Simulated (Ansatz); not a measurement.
The cluster Mn2O2⁻. Total charge -1; doublet. Geometry PBE0-D4/def2-SVPD.

```xyz
4

Mn    0.617   -0.393    0.028
Mn   -1.631    1.373   -0.202
O     2.276   -0.681   -0.184
O    -1.262   -0.300    0.358
```

At LDA (SPW92)/def2-TZVPD, PBE-D4/def2-TZVPD, r2SCAN-D4/def2-TZVPD, PBE0-D4/def2-TZVPD and others the charge -1 doublet is spin-contaminated (final ⟨S²⟩ up to 5.45, 0.75 for a pure state). At LDA (SPW92)/def2-TZVPD, PBE-D4/def2-TZVPD, r2SCAN-D4/def2-TZVPD the highest occupied level of the charge -1 doublet lies above zero (up to 0.20 eV). It is a level of α spin, whose loss leaves a singlet; that state wasn't run at this geometry and level. The electron is either unbound and held by the finite basis, or the level is raised by self-interaction error. No other spin state of charge -1 was run. The geometry of the doublet was relaxed on an unsound state (⟨S²⟩ 5.58, where a pure state has 0.75). Another isomer (doublet) lies 0.68 eV lower at PBE0-D4/def2-TZVPD; other spin states weren't run for this one.

Problem. Estimate the α-spin orbital energies around the gap (eV) in Ansatz with LDA (SPW92)/def2-TZVPD, PBE-D4/def2-TZVPD, r2SCAN-D4/def2-TZVPD, PBE0-D4/def2-TZVPD, ωB97M-V/def2-TZVPD.

Solution. 
```csv
orbital,LDA (SPW92)/def2-TZVPD,PBE-D4/def2-TZVPD,r2SCAN-D4/def2-TZVPD,PBE0-D4/def2-TZVPD,ωB97M-V/def2-TZVPD
HOMO−5,-2.36,-2.32,-2.58,-3.71,-6.00
HOMO−4,-2.36,-2.31,-2.57,-3.52,-5.73
HOMO−3,-1.10,-0.96,-1.15,-1.81,-3.90
HOMO−2,-0.21,-0.08,-0.24,-1.01,-3.07
HOMO−1,0.07,0.16,-0.03,-0.85,-2.95
HOMO,0.07,0.20,0.09,-0.75,-2.60
LUMO,0.78,1.02,1.41,2.22,3.47
LUMO+1,0.80,1.02,1.44,2.28,3.52
LUMO+2,1.11,1.35,1.56,2.32,3.56
LUMO+3,1.20,1.37,1.60,2.75,4.54
LUMO+4,1.35,1.47,1.68,2.76,4.82
LUMO+5,2.56,2.65,2.88,3.59,4.96
β HOMO,-1.38,-1.30,-1.33,-1.96,-4.04
β LUMO,0.21,0.44,0.44,0.87,2.40
```
